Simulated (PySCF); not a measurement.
Compound: BH2I.
SMILES with atom numbers: `[BH2:1][I:2]` (hydrogens: H3, H4 on B1)

Method: PySCF, PBE0-D3(BJ)/def2-SVP geometry optimisation, gas phase, def2 core potentials past Kr.

**Question.** What internal coordinates does the optimisation give?

**Answer.** 
| bond | length (Å) |
| --- | --- |
| B1–I2 | 2.103 |
| B1–H3, B1–H4 | 1.202 |

Bonds in one row agree within 0.01 Å and their mean is given. A selection of angles:
| angle | degrees |
| --- | --- |
| I2–B1–H3 | 118.0 |
| H3–B1–H4 | 124.3 |

B1 (three-coordinate boron) is planar (angles 124.3°, 118.0° and 117.7°, sum 360.0°, 0.00 Å off the plane of its three neighbours).

Point group: C2v (every atom within 0.08 Å of its image). PBE0-D3(BJ)/def2-SVP frequencies: not computed here.

---

Compound: BBr3.
Bonds: Br1–B2, B2–Br3, B2–Br4.

Theory: PBE0-D3(BJ)/def2-SVP geometry optimisation, gas phase in PySCF 2.14.0.

Task: Give the optimised bond lengths and angles.

Result: 
```csv
bond,length (Å),order
"Br1–B2, B2–Br3, B2–Br4",1.899,single
```

Bonds in one row agree within 0.01 Å and their mean is given. Orders are formal, as drawn. A selection of angles:
```csv
angle,degrees
Br1–B2–Br3,120.0
```

All 3 B–Br bonds measure 1.899 Å. The 4 heavy atoms lie in one plane (0.000 Å rms). B2 (three-coordinate boron) is planar (angles 120.0°, 120.0° and 120.0°, sum 360.0°, 0.00 Å off the plane of its three neighbours).

Point group: D3h (every atom within 0.08 Å of its image). Not checked by PBE0-D3(BJ)/def2-SVP frequencies.

On Intel Xeon Platinum 8559C, one thread, shared host, this took 34 s of wall time and 0.50 GiB of memory at its peak. This is the geometry optimisation.
